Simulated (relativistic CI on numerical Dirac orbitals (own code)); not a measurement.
# Ba XVI: q coefficients and field-shift factors

Computed by Dirac-Coulomb-Breit CI, KLI orbitals optimised for each configuration, derivatives by finite differences, unscaled Slater integrals, QED left out (own radial code, finite nucleus).

Configurations in the expansion (outside the closed core [Ar] 3d10): 4s2.4p6.4d5, 4s2.4p5.4d6, 4s2.4p4.4d7, 4s.4p6.4d6, 4s2.4p6.4d4.5s, 4s2.4p6.4d4.5p, 4p6.4d7, 4s2.4p6.4d3.5s2. Levels of other configurations are missing.

With x = (α/α₀)² − 1 an excitation energy changes as ω = ω₀ + qx; K = 2q/ω₀ is the relative enhancement. Terms are leading LS components, so labels can repeat. The field-shift factor is F = δν/δ⟨r²⟩ for the transition from the lowest level.

Lowest level 4s2.4p6.4d5 6S_5/2.

| Level | ω₀ (cm⁻¹) | q (cm⁻¹) | K | F (GHz/fm²) |
| --- | --- | --- | --- | --- |
| 4s2.4p6.4d5 4G_5/2 | 40191.0 | -18050 | -0.898 | -0.188 |
| 4s2.4p6.4d5 4P_3/2 | 52945.9 | -2326 | -0.0878 | -0.0407 |
| 4s2.4p6.4d5 4G_7/2 | 53627.8 | -2065 | -0.077 | 0.0743 |
| 4s2.4p6.4d5 4G_5/2 | 56330.7 | 5957 | 0.211 | 0.127 |
| 4s2.4p6.4d5 4G_11/2 | 56991.0 | 2348 | 0.0824 | 0.181 |
| 4s2.4p6.4d5 4G_9/2 | 59197.3 | 6073 | 0.205 | 0.213 |
| 4s2.4p6.4d5 4P_1/2 | 59584.4 | 5221 | 0.175 | 0.0508 |
| 4s2.4p6.4d5 4D_7/2 | 69783.5 | 13220 | 0.379 | 0.212 |
| 4s2.4p6.4d5 4D_5/2 | 72722.7 | 8478 | 0.233 | 0.157 |
| 4s2.4p6.4d5 4D_1/2 | 77942.1 | 22040 | 0.566 | 0.281 |
| 4s2.4p6.4d5 4D_3/2 | 79778.2 | 21010 | 0.527 | 0.293 |
| 4s2.4p6.4d5 2F_7/2 | 83255.6 | 1475 | 0.0354 | 0.0267 |
| 4s2.4p6.4d5 2I_11/2 | 83407.4 | 10810 | 0.259 | 0.397 |
| 4s2.4p6.4d5 4F_3/2 | 85271.7 | 10200 | 0.239 | 0.223 |
| 4s2.4p6.4d5 2G_9/2 | 88196.1 | 8492 | 0.193 | 0.247 |
| 4s2.4p6.4d5 2F_5/2 | 90196.1 | 21380 | 0.474 | 0.365 |
| 4s2.4p6.4d5 2I_13/2 | 91832.3 | 17400 | 0.379 | 0.51 |
| 4s2.4p6.4d5 4F_5/2 | 99260.1 | 27930 | 0.563 | 0.391 |
| 4s2.4p6.4d5 2H_9/2 | 102101.4 | 17740 | 0.347 | 0.447 |
| 4s2.4p6.4d5 2G_7/2 | 106296.3 | 21260 | 0.4 | 0.408 |
| 4s2.4p6.4d5 2D_3/2 | 108552.3 | 29170 | 0.537 | 0.362 |
| 4s2.4p6.4d5 2F_5/2 | 110340.6 | 19790 | 0.359 | 0.37 |
| 4s2.4p6.4d5 2F_7/2 | 111635.9 | 32200 | 0.577 | 0.473 |

At this charge energies of transitions that change n are usually good to better than 1 %, and those within a shell (Δn = 0) to a few per cent. Terms inside the open d or f shell come out 10 to 20 % too wide with unscaled integrals. Levels and lines within the n = 5 or 6 shells can be off by up to 10 % or somewhat more, and those that change n by about 2 %, since core polarisation is missing.
